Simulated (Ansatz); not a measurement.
Job for Ansatz (a first-principles code): R-CCSD(T)/aug-cc-pV(T+d)Z on ClH4P (a complex), monomers drawn apart or pushed together. Files ending in .json are basis or fitting sets from the Basis Set Exchange.

Ansatz 0.2 input:
```yaml
crystal:
  periodic: [false, false, false]
  atoms:
    - {symbol: Cl, position_ang: [0.43620900, -0.61606929, -0.34371464]}
    - {symbol: H, position_ang: [0.24392433, 0.36085917, -1.15171167]}
    - {symbol: P, position_ang: [0.08080249, -0.01506506, 2.90341661]}
    - {symbol: H, position_ang: [-0.18044874, 0.73246446, 4.08209412]}
    - {symbol: H, position_ang: [0.93449798, 0.97624689, 2.35767765]}
    - {symbol: H, position_ang: [-1.06621342, 0.47656997, 2.23112431]}
basis:
  gaussian:
    orbitals: aug-cc-pV_T+d_Z.json
magnetization: {spin_polarized: false}
correlation: {method: ccsd_t, electrons: outside_noble_gas}
scf: {lower_state_search: off}
```

Output:

```
WARN ansatz: RAYON_NUM_THREADS=2 ignored (pool sized by the plan → 2); use --threads N
Functional definition: HF
these checks for a lower state are left out or cut short: stability, starts, cluster_reference, orbital_swaps, neighbouring_geometries, increment
integrals: 0.84 GiB planned
1131 factors; integrals over basis functions are off by at most 9.8e-4 eV
mean field: 0.64 GiB planned
mean field evaluation 1: about -21838.5960 eV, gradient 1.4e1 eV
mean field evaluation 2: about -21838.6724 eV, gradient 1.4e1 eV
mean field evaluation 4: about -21839.7070 eV, gradient 2.1e0 eV
mean field evaluation 8: about -21839.7341 eV, gradient 9.2e-2 eV
mean field -21839.73414439 eV, -802.5954263030 hartree, gradient 1.1e-6 eV, S^2 0.000000; 0 other end points of the search recorded, 0 dependent functions left out
10 core orbitals not correlated
reference -21839.73414439 eV, -802.5954263030 hartree; 8, 8 occupied and 184, 184 virtual orbitals, 1131 factors
second order -10.50098134 eV of doubles, -0.00000000 eV of singles
coupled cluster: 2.26 GiB planned
cycle   1  -11.43357898 eV  change   -9.3e-1 eV  update   7.0e-2
cycle   2  -11.77336253 eV  change   -3.4e-1 eV  update   2.3e-2
cycle   3  -11.79452462 eV  change   -2.1e-2 eV  update   6.8e-3
cycle   4  -11.79075682 eV  change    3.8e-3 eV  update   2.3e-3
cycle   5  -11.78992372 eV  change    8.3e-4 eV  update   6.4e-4
cycle   6  -11.78985141 eV  change    7.2e-5 eV  update   2.2e-4
cycle   7  -11.78987267 eV  change   -2.1e-5 eV  update   6.9e-5
cycle   8  -11.78988187 eV  change   -9.2e-6 eV  update   2.6e-5
cycle   9  -11.78987925 eV  change    2.6e-6 eV  update   9.1e-6
perturbative correction -0.44979413 eV, -0.0165296294 hartree
Total energy: -21851.97381777 eV, -803.0452260033 hartree
Checks for a lower state left out: stability, starts, cluster_reference, orbital_swaps, neighbouring_geometries, increment
```

Self-consistency was reached.

Cost: around 60 core-seconds (rough).
